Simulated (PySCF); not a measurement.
Nuclear quadrupole coupling in `C=CC#CC(=O)O`

C₅H₄O₂.
Structure used (GFN2-xTB), in Å, numbered top down from 1:
```
atom  x, y, z in Å
C1    -2.5844    0.0520    0.4300
C2    -1.6541    0.7018   -0.2638
C3    -0.2856    0.3878   -0.1818
C4     0.8874    0.1109   -0.1051
C5     2.2910   -0.1766   -0.0516
O6     3.1378    0.4082   -0.6767
O7     2.5603   -1.1895    0.7874
H8    -2.3279   -0.7552    1.0958
H9    -3.6268    0.3092    0.3520
H10   -1.9071    1.5139   -0.9340
H11    3.5150   -1.3598    0.8014
```

Field gradients from the PBE0/pcSseg-1 density (PySCF, non-relativistic), principal values in atomic units, ordered |Vxx| ≤ |Vyy| ≤ |Vzz|:

```json
{"atom": "O6", "Vxx": "0.7022", "Vyy": "0.9108", "Vzz": "-1.6130"}
{"atom": "O7", "Vxx": "-0.4251", "Vyy": "-1.2267", "Vzz": "1.6518"}
```

Task: Find the asymmetry η = (Vxx − Vyy)/Vzz and the couplings χ = eQV/h (234.96 MHz × Q in barn × V in au), with Q(17O) = −0.0256 b.

Result: 
```json
{"atom": "O6", "environment": "acid carbonyl oxygen", "nucleus": "17O", "η": "0.13", "χzz (MHz)": "9.70", "χxx (MHz)": "-4.22", "χyy (MHz)": "-5.48"}
{"atom": "O7", "environment": "acid hydroxyl oxygen", "nucleus": "17O", "η": "0.49", "χzz (MHz)": "-9.94", "χxx (MHz)": "2.56", "χyy (MHz)": "7.38"}
```

The tensor is traceless: Vxx + Vyy + Vzz = 0.

Task: What is Vzz at O6 in SI units (1 au = 9.71736 × 10²¹ V/m²)?

Result: -1.6130 au = -15.674 × 10²¹ V/m².

Task: And the gradient at the other heavy atoms, for which no coupling is worked out here?

Result: 
```
atom             environment  Vzz (au)     η
  C1    terminal =CH2 carbon     0.400  0.16
  C2        alkene CH carbon     0.244  0.96
  C3           alkyne carbon    -0.328  0.51
  C4           alkyne carbon    -0.205  0.11
  C5  carboxylic acid carbon     0.322  0.99
```

Task: What couplings would deuterons (Q(2H) = 0.00286 b) have in place of the hydrogens, at this geometry?

Result: 
| atom | bonded to | bond length (Å) | Vzz (au) | η | χzz (kHz) |
| --- | --- | --- | --- | --- | --- |
| H8 | C1 | 1.077 | 0.3302 | 0.04 | 222 |
| H9 | C1 | 1.076 | 0.3341 | 0.04 | 225 |
| H10 | C2 | 1.083 | 0.3195 | 0.07 | 215 |
| H11 | O7 | 0.970 | 0.4354 | 0.10 | 293 |

One conformer (not necessarily the lowest) at the GFN2-xTB geometry, without solvent, vibrations or thermal averaging. GFN2-xTB bond lengths can be off by several hundredths of an ångström, more for odd bonds, and the gradients follow them. The basis is small and wasn't made for field gradients, so the couplings can be 20 % off.
